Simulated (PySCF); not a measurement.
Atoms are numbered as in `[CH3:1][CH2:2][SiH2:3][OH:4]` (H(Xn): hydrogen on atom n).

- NMR shieldings at PBE0/pcSseg-1/GIAO
- geometry: GFN2-xTB
- run in PySCF 2.14.0 with density-fitted response routines
- relativity neglected, isolated molecule, a single conformation, one averaged value for each set of equivalent atoms

Scale: TMS for ¹³C, ¹H, ²⁹Si; ¹⁷O vs H2O (reference shieldings calculated alike).

```
 atoms  nucleus  count  δ (ppm)
    O4      ¹⁷O      1        ?
H(Si3)       ¹H      2     4.93
 H(C1)       ¹H      3        ?
 H(C2)       ¹H      2     0.88
   Si3     ²⁹Si      1    -12.5
    C1      ¹³C      1      6.6
    C2      ¹³C      1     12.0
 H(O4)       ¹H      1     0.75
```

Question: Fill in the missing shifts.

Answer: 
- H(C1): 0.94 ppm, hydrogen on a methyl carbon
- O4: 20.0 ppm, oxygen bonded to Si, H

OH/NH shifts are gas-phase values; hydrogen bonding in solution moves them, usually downfield. Shifts are as computed. Against solution values, carbons near 30 ppm lie about +3 ppm off and those near 130 ppm about +5 ppm. Of 1211 compounds with measured shifts, 218 miss one by over three times the rms of a fit or turn the order of signals round; such compounds aren't used in these exercises. Experimental scales use liquid or dissolved standards, which lie at an offset from isolated H2O (liquid H2O: subtract about 36 ppm).
